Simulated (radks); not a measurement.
Isoelectronic series with 45 electrons, all held in the configuration [Kr] 4d8 5s1, which need not be the ground one along the series. Calculated with a radial shooting solver on a logarithmic mesh with Libxc functionals: scalar-relativistic Kohn-Sham, PBEsol, spin-polarised, spherical densities, point nucleus; open shells are filled with parallel spins first (spin-orbit coupling, left out, can overturn this in heavy ions). Total energies (hartree) and mean radii <r> (bohr) (* marks an orbital that is empty in some or all of the ions):

Rh: E (hartree) -4781.76615; 5s down* 3.358; 5s up 3.209; 4d down 1.595
Pd+: E (hartree) -5042.97514; 5s down* 2.793; 5s up 2.731; 4d down 1.399
Ag2+: E (hartree) -5312.11508; 5s down* 2.458; 5s up 2.423; 4d down 1.266
Cd3+: E (hartree) -5589.19008; 5s down* 2.220; 5s up 2.197; 4d down 1.165
In4+: E (hartree) -5874.21764; 5s down* 2.037; 5s up 2.021; 4d down 1.083
Sn5+: E (hartree) -6167.22333; 5s down* 1.889; 5s up 1.877; 4d down 1.015
Sb6+: E (hartree) -6468.23824; 5s down* 1.766; 5s up 1.757; 4d down 0.9572
Te7+: E (hartree) -6777.29764; 5s down* 1.661; 5s up 1.654; 4d down 0.9067
I8+: E (hartree) -7094.44025; 5s down* 1.570; 5s up 1.564; 4d down 0.8621
Xe9+: E (hartree) -7419.70771; 5s down* 1.490; 5s up 1.485; 4d down 0.8223
Cs10+: E (hartree) -7753.1444; 5s down* 1.419; 5s up 1.415; 4d down 0.7866
Ba11+: E (hartree) -8094.7970; 5s down* 1.355; 5s up 1.351; 4d down 0.7542
La12+: E (hartree) -8444.7149; 5s down* 1.297; 5s up 1.294; 4d down 0.7247
Ce13+: E (hartree) -8802.9495; 5s down* 1.244; 5s up 1.242; 4d down 0.6976
Pr14+: E (hartree) -9169.5545; 5s down* 1.196; 5s up 1.194; 4d down 0.6726
Nd15+: E (hartree) -9544.5860; 5s down* 1.152; 5s up 1.150; 4d down 0.6496
Pm16+: E (hartree) -9928.1023; 5s down* 1.111; 5s up 1.109; 4d down 0.6281
Sm17+: E (hartree) -10320.1640; 5s down* 1.073; 5s up 1.071; 4d down 0.6082
Eu18+: E (hartree) -10720.8341; 5s down* 1.038; 5s up 1.036; 4d down 0.5895
Gd19+: E (hartree) -11130.1778; 5s down* 1.005; 5s up 1.003; 4d down 0.5721
Tb20+: E (hartree) -11548.2631; 5s down* 0.9738; 5s up 0.9726; 4d down 0.5557
Dy21+: E (hartree) -11975.1601; 5s down* 0.9447; 5s up 0.9436; 4d down 0.5402
Ho22+: E (hartree) -12410.9419; 5s down* 0.9174; 5s up 0.9164; 4d down 0.5256
